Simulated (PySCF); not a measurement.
CH7BSi, SMILES B[SiH2]C at its CAM-B3LYP/def2-SVP optimised geometry (Å):

```
10

B      1.6279    -0.6221     0.0000
Si    -0.3866    -0.6221     0.0000
C     -1.1945     1.0801     0.0000
H      2.2275    -1.6640     0.1072
H      2.2916     0.3786    -0.1232
H     -0.8133    -1.3791    -1.2209
H     -0.8718    -1.4091     1.1768
H     -2.2916     1.0017    -0.0234
H     -0.8763     1.6640    -0.8769
H     -0.9149     1.6477     0.9005
```

Level of theory: CAM-B3LYP/def2-TZVP in PySCF.

Map of the LUMO amplitude (bohr^(-3/2)) on the plane z = 1.2 Å; orbital energy -1.19 eV, overall sign arbitrary:

```
|===============================|
|===============================|
|===============================|
|===============================|
|===============================|
|===============================|
|===============================|
|===============================|
|===============================|
|===========-===================|
|=========---=====+++++++=======|
|=========---====++++++++++=====|
|========----===+++*****++++====|
|========----==+++***#***+++====|
|=======-----==++**#####**+++===|
|=======-----==+**#%%%%%#**++===|
|=======------=+*##%@@@%#**++===|
|======--------+*##%@@@@%#*++===|
|======----:::-=+*#%@@@%#**++===|
|======----:. :-=+*#%%%##*+++===|
|======----:. .-=+**####**++====|
|======----::.:-==++****++++====|
|======-----::--==+++++++++=====|
|=======--------====+++++=======|
|========-------================|
|=========-----=================|
|===============================|
|===============================|
|===============================|
|===============================|
|===============================|
```
Scale: ten equal steps from -0.079 (start of ' ') to 0.108 (end of '@'), in the order ' .:-=+*#%@'; x runs from -4.50 to 4.50, y from -4.50 (bottom) to 4.50 (top).
